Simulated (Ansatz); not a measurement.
C10H22O (`CCCCCCCCCCO`) from Hartree–Fock to CCSD(T)

```xyz
33

C    -0.9398   -2.4968    2.0067
C    -2.1927   -1.9851    1.3134
C    -1.9147   -0.9741    0.2084
C    -1.1829   -1.5533   -0.9931
C    -0.9614   -0.5549   -2.1243
C    -0.1224    0.6629   -1.7535
C     1.2908    0.3229   -1.3064
C     2.1547    1.5414   -0.9985
C     1.6399    2.4277    0.1306
C     1.5287    1.7127    1.4631
O     1.0589    2.5500    2.4991
H    -0.3623   -1.6687    2.4291
H    -1.1892   -3.1760    2.8252
H    -0.2865   -3.0400    1.3199
H    -2.8479   -1.5224    2.0587
H    -2.7545   -2.8301    0.8975
H    -1.3410   -0.1420    0.6333
H    -2.8629   -0.5417   -0.1331
H    -0.2207   -1.9702   -0.6797
H    -1.7608   -2.4005   -1.3813
H    -0.4844   -1.0721   -2.9651
H    -1.9364   -0.2131   -2.4906
H    -0.6348    1.2325   -0.9719
H    -0.0676    1.3320   -2.6205
H     1.2569   -0.3319   -0.4298
H     1.7795   -0.2634   -2.0934
H     2.2506    2.1490   -1.9052
H     3.1680    1.2039   -0.7515
H     2.3228    3.2790    0.2477
H     0.6633    2.8518   -0.1219
H     0.8067    0.8950    1.4029
H     2.4991    1.2650    1.7273
H     1.6429    3.3106    2.5572
```

Total charge 0; spin multiplicity 1. The structure was optimised at the PBE0-D4/def2-TZVP level. It is one conformer, not always the lowest. Frozen core, restricted reference, Ansatz 0.2.0. CBS rows extrapolate triple and quadruple zeta; past MP2 they add the triple-zeta difference.

| basis | HF (Eh) | MP2 corr. | CCSD corr. | (T) | CCSD(T) total |
| --- | --- | --- | --- | --- | --- |
| def2-TZVPP | -466.52793 | -1.99968 | -2.10887 | -0.08336 | -468.72016 |
| def2-QZVPP | -466.54986 | -2.12772 | – | – | – |
| CBS(def2) | -466.55288 | -2.22257 | -2.33177 | as TZ | -468.96801 |
